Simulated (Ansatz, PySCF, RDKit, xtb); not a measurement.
Dimer: CHN (SMILES C#N) (first 3 atoms) with HI (SMILES I); geometry from B3LYP-D3(BJ)/def2-TZVP.
(charge 0, multiplicity 1):
```xyz
5

C      1.1080    -0.1674     1.0391
N      0.2294     0.0163     1.7496
H      1.9270    -0.3386     0.3768
I     -2.7320     0.6544     4.1558
H     -1.4923     0.3846     3.1463
```

Counterpoise-corrected where a basis set is named; no monomer relaxation. RDKit's UFF carries no charges.

Programs: Ansatz (a first-principles code); PySCF for the dispersion terms; RDKit for the force fields; xtb for the GFN methods.  In def2 rows elements past Kr take small-core potentials, without spin–orbit coupling.

```tsv
level	interaction energy (kcal/mol)
UFF	3.28
GFN2-xTB	-4.43
BLYP/def2-TZVPPD	-1.55
revPBE-D4/def2-TZVPPD	-2.72
r2SCAN-D3(BJ)/def2-TZVPPD	-2.71
B3LYP/def2-TZVPPD	-1.88
PBE0/def2-TZVPPD	-2.52
PBE0-D4/def2-TZVPPD	___
wB97X-V/def2-TZVPPD	-2.66
```

Question: Complete the blanks.

Answer: 
- PBE0-D4/def2-TZVPPD, interaction energy (kcal/mol): -3.10
